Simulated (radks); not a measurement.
Values are calculated unless marked as measured or tabulated.
Initial-state core-level shifts of neutral indium when its valence configuration changes from [Kr] 4d10 5s2 5p1. Code: a radial shooting solver on a logarithmic mesh with Libxc functionals. Model: scalar-relativistic Kohn-Sham, PBE, spin-polarised, spherical densities, finite nucleus; open shells are filled with parallel spins first (spin-orbit coupling, left out, can overturn this in heavy ions); Fermi nuclear charge, rms radius 4.6156 fm. Shifts are changes of the shell-averaged eigenvalues in eV (positive: less bound); the change of the density at the nucleus, which sets a Mossbauer isomer shift, is in e/bohr^3, on a base of 1.795e+05.

| valence | 2s | 3s | 3d | 4s | density at nucleus |
|---|---|---|---|---|---|
| 4d10 5s1 5p2 | -1.291 | -1.317 | -1.312 | -1.347 | -28.82 |
| 4d10 5s1.5 5p1.5 | -0.695 | -0.707 | -0.705 | -0.722 | -13.99 |
| 4d9.5 5s2 5p1.5 | -3.698 | -3.612 | -3.631 | -3.274 | +8.15 |
| 4d9 5s2 5p2 | -7.435 | -7.244 | -7.287 | -6.511 | +16.51 |
| 4d10 5s0.5 5p2.5 | -2.055 | -2.091 | -2.085 | -2.131 | -43.89 |
| 4d9 5s1.5 5p2.5 | -7.993 | -7.814 | -7.854 | -7.086 | -0.24 |
| 4d10 5p3 | -2.796 | -2.843 | -2.835 | -2.892 | -59.45 |
| 4d9 5p4 | -10.322 | -10.170 | -10.206 | -9.441 | -53.60 |
| 4d8 5s2 5p3 | -15.079 | -14.623 | -14.721 | -12.921 | +33.84 |
